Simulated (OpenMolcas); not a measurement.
# What dynamic correlation does to the levels of V

* Program: OpenMolcas 26.06
* Basis: ANO-RCC-VQZP [7s6p4d3f2g1h]
* Scalar Hamiltonian: DKH2, point nucleus
* Active space: 3 electrons in 5 orbitals (3d)
* State averaging: 2S+1 = 4 even, 10 roots; 2S+1 = 2 even, 40 roots
* Spin-orbit coupling: state interaction with AMFI integrals over the reference wave functions, term energies averaged over their components

Methods on the same reference wave functions:
A. CASSCF
B. SS-CASPT2, IPEA 0.25 Eh, imaginary shift 0.1 Eh (closed shells correlated: 3s 3p 4s)
C. MS-CASPT2, IPEA 0.25 Eh, imaginary shift 0.1 Eh (closed shells correlated: 3s 3p 4s)

Energies in eV above 3d3 4s2 4F 3/2, the measured ground level; measured values from NIST Handbook of Basic Atomic Spectroscopic Data.

| Level | A | B | C | Measured |
| --- | --- | --- | --- | --- |
| 3d3 4s2 4F 3/2 | 0.0000 | 0.0000 | 0.0000 | 0.0000 |
| 3d3 4s2 4F 5/2 | 0.0182 | 0.0184 | 0.0184 | 0.0170 |
| 3d3 4s2 4F 7/2 | 0.0433 | 0.0435 | 0.0436 | 0.0401 |
| 3d3 4s2 4F 9/2 | 0.0749 | 0.0749 | 0.0749 | 0.0686 |
| 3d3 4s2 4P 1/2 | 1.7611 | 1.349 | 1.348 | 1.1834 |
| 3d3 4s2 2G 7/2 | 1.7698 | 1.209 | 1.209 |  |
| 3d3 4s2 4P 3/2 | 1.7699 | 1.357 | 1.355 | 1.1948 |
| 3d3 4s2 4P 5/2 | 1.7903 | 1.378 | 1.378 | 1.2181 |
| 3d3 4s2 2G 9/2 | 1.7965 | 1.236 | 1.236 |  |
| 3d3 4s2 2P 1/2 | 2.3358 | 1.770 | 1.659 |  |
| 3d3 4s2 2H 9/2 | 2.3381 | 1.804 | 1.834 |  |
| 3d3 4s2 2P 3/2 [71 %] | 2.3482 | 1.813 | 1.657 |  |
| 3d3 4s2 2H 11/2 | 2.3589 | 1.825 | 1.855 |  |
| 3d3 4s2 2D 3/2(1) [73 %] | 2.5341 | 1.707 | 1.751 |  |
| 3d3 4s2 2D 5/2(1) | 2.5555 | 1.759 | 1.758 |  |
| 3d3 4s2 2F 7/2 | 4.0327 | 3.089 | 3.089 |  |
| 3d3 4s2 2F 5/2 | 4.0443 | 3.100 | 3.100 |  |
| 3d3 4s2 2D 5/2(2) | 6.2808 | 4.862 | 4.863 |  |
| 3d3 4s2 2D 3/2(2) | 6.2947 | 4.876 | 4.878 |  |

Deviations, from unrounded energies. A percentage is the sum of absolute deviations over the sum of measured energies, with the sign that they share, or ± where signs differ.

```tsv
Against measurement	Levels	A	B	C
mean absolute deviation (cm-1)	6	2300	670	670
fine structure of the ground term (%)	3	+8.5	+8.9	+8.9
other terms of the ground configuration (%)	3	+48.0	+13.5	+13.5
```

B, C lie about equally close to measurement and A furthest from it. The largest miss of C in the table is 3d3 4s2 4P 1/2, by +1300 cm-1. The ranking rests on the paired levels alone, and a cruder setting can come out closer through cancelling errors.

Between B and C the level of the table that moves most is 3d3 4s2 2P 3/2 [71 %], by 1300 cm-1 (lowest in C, highest in B). Moves below CASPT2's spread within the term are not significant.

The two smallest mean deviations differ by little beside CASPT2's spread within terms, so their order carries little weight.

From A to B the spin-free energies of the other terms of 3d3 4s2 shown, above 4F, scale by factors of 0.68 to 0.77.

The lowest spin-free term lies below A's lowest term by 0.445 hartree in B, 0.445 hartree in C.

Term energies are means over components that CASPT2 splits; among the terms shown or strongly mixed into the levels shown the widest spread is 1300 cm-1 (3d3 4s2 4F, C). With the s shell closed, the reference lacks s² → p², s² → d² and s → d mixing, so excited terms can stand far too high and out of order, with CASPT2 too. Without dynamic correlation excited terms often stand tens of per cent too high (terms of higher spin than the ground term too low), and those without a measured partner can miss by more than the paired ones (holds for A). The CASPT2 spread within a term exceeds the gap to the next term for 3d3 4s2 2D(1) and 3d3 4s2 2P, 3d3 4s2 2P and 3d3 4s2 2H, so the order of their levels is uncertain, and so are names and mixing where such terms share a J (holds for B). Computed and measured levels are paired by configuration, term and J; levels that our copy of the source lacks, or whose pairing is in doubt (as where it misses far off the trend of its configuration), stay unpaired and out of the deviations. Only configurations of the active space appear.

A share in square brackets marks a mixed level and gives the weight of the term that names it, the lowest over the columns. A number in round brackets counts repeated terms of one configuration in the order of the reference energies.
